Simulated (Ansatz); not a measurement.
Cost and result for the atomization energy of `C[Si@H](O)N[Si@@H](O)F` (15 atoms, 14 bonds).

Z-matrix (Å, degrees):
```
C
Si 1 1.852
H 1 1.093 2 111.2
H 1 1.092 2 110.3 3 120.0
H 1 1.093 2 110.8 3 -120.8
O 2 1.647 1 107.1 3 -178.8
N 2 1.738 1 108.6 3 59.7
H 2 1.487 1 112.7 3 -59.7
H 6 0.959 2 116.0 1 171.6
Si 7 1.702 2 126.6 1 -178.2
H 7 1.010 2 116.2 1 6.7
O 10 1.629 7 113.3 2 -130.3
F 10 1.604 7 103.3 2 -9.7
H 10 1.471 7 116.6 2 107.9
H 12 0.959 10 117.8 7 46.7
```

Total charge 0; spin multiplicity 1. The structure was optimised at the PBE0-D4/def2-TZVP level. It is one conformer, not always the lowest. Program: Ansatz. All runs use 2 threads of an AMD EPYC 7R13 on a shared host and a share of an NVIDIA H100 80 GB. Times are those of one run each, without the atoms' runs, and a repeat can differ threefold. Electronic energies, without spin–orbit coupling; frozen cores. CCSD(T)/CBS adds CCSD(T) − MP2 in def2-TZVPP to the MP2 limit, and its time is that of the two runs behind it. T1 = 0.011. B3LYP takes the VWN-RPA correlation (the form of Gaussian; ORCA's B3LYP/G).

CCSD(T)/CBS is a level of theory with its own doubt, some kJ/mol a heavy atom from the limit and from the frozen cores, so smaller differences don't rank the functionals.

```csv
level,functions,wall time,atomization (kcal/mol),difference from CCSD(T)/CBS,per bond
r2SCAN-D4/def2-TZVPP (with forces),351,4.9 s,1399.1,-7.5,-0.5
PBE-D4/def2-TZVPP (with forces),351,8.5 s,1411.0,4.4,0.3
B2PLYP/def2-TZVPP,351,8.5 s,1384.4,-22.2,-1.6
PBE0-D4/def2-TZVPP,351,9 s,1386.5,-20.1,-1.4
ωB97M-V/def2-TZVPP (with forces),351,11 s,1405.5,-1.1,-0.1
ωB97X-V/def2-TZVPP,351,11 s,1404.7,-1.9,-0.1
B3LYP-D4/def2-TZVPP (with forces),351,13 s,1395.9,-10.7,-0.8
MP2/def2-QZVPP,665,14 s,1419.1,12.5,0.9
CCSD(T)/def2-TZVPP,351,16 s,1364.0,-42.6,-3.0
CCSD(T)/CBS(def2),–,30 s,1406.6,0.0,0.0
```

The D4 term adds +13.8 kcal/mol with B3LYP and +7.3 kcal/mol with PBE0; it sums over pairs of atoms, weighted by their polarisabilities, and B3LYP, whose exchange is more repulsive, gets the larger term. From PBE to PBE0 (25 % exact exchange), in def2-TZVPP and without D4, the atomization energy moves by −23.3 kcal/mol: exact exchange takes away binding that semilocal exchange gives to molecules. In def2-TZVPP, CCSD(T) changes the Hartree–Fock value by +347.8 kcal/mol (the triples alone add +19.1 kcal/mol) and MP2 by +377.0 kcal/mol; breaking electron pairs costs correlation energy, which Hartree–Fock lacks.
